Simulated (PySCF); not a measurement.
Start geometry of `[BH3-][NH2+]CC` from GFN2-xTB (Å):
```
atom  x, y, z in Å
B1     2.0066   -0.3779   -0.0710
N2     0.4850    0.1467   -0.4145
C3    -0.5608   -0.4325    0.4241
C4    -1.9477    0.0849    0.0649
H5     2.7132    0.1942   -0.8439
H6     1.9957   -1.5579   -0.2403
H7     2.2151   -0.0698    1.0614
H8     0.5011    1.1574   -0.3142
H9     0.3197   -0.0750   -1.3919
H10   -0.5136   -1.5171    0.3095
H11   -0.3196   -0.1978    1.4625
H12   -2.0034    1.1653    0.1882
H13   -2.6948   -0.3689    0.7101
H14   -2.1970   -0.1573   -0.9670
```

Problem. What comes out of this run: PBE0-D3(BJ)/def2-SVP geometry optimisation, gas phase in PySCF?

Solution. 
```
atom  x, y, z in Å
B1     1.9883   -0.4587   -0.0561
N2     0.4906    0.0745   -0.3962
C3    -0.5809   -0.4889    0.4399
C4    -1.9582    0.0342    0.0889
H5     2.7292    0.1181   -0.8441
H6     1.9569   -1.6722   -0.2295
H7     2.1965   -0.1469    1.1115
H8     0.4916    1.0933   -0.3159
H9     0.3005   -0.1232   -1.3807
H10   -0.5200   -1.5813    0.3319
H11   -0.3134   -0.2660    1.4827
H12   -2.0247    1.1266    0.2167
H13   -2.7168   -0.4201    0.7424
H14   -2.2331   -0.2054   -0.9509
```

The energy falls by 6.3 kJ/mol over 4 energy and gradient evaluations, the largest force component goes from 0.0150 to 3.3e-04 Eh/bohr, and the atoms move by 0.022 Å rms after alignment. Among the bonds, B1–H6 and B1–H7 change most and about equally (+0.034 Å). Bonds longer at the end by more than 0.005 Å: 11 of 13; shorter: 2. Among the angles that change most is H8–N2–H9, from 108.3° to 105.6°. Rotational constants go from 23248, 3655, 3438 to 23023, 3641, 3425 MHz. The orientation of the end geometry is arbitrary; only internal coordinates are fixed.

The run used 106 basis functions and 23 SCF cycles in all. On an x86-64 server with one thread, shared host, this took 9.5 s of wall time.

PBE0-D3(BJ)/def2-SVP frequencies: not computed here. One conformer, not necessarily the lowest.
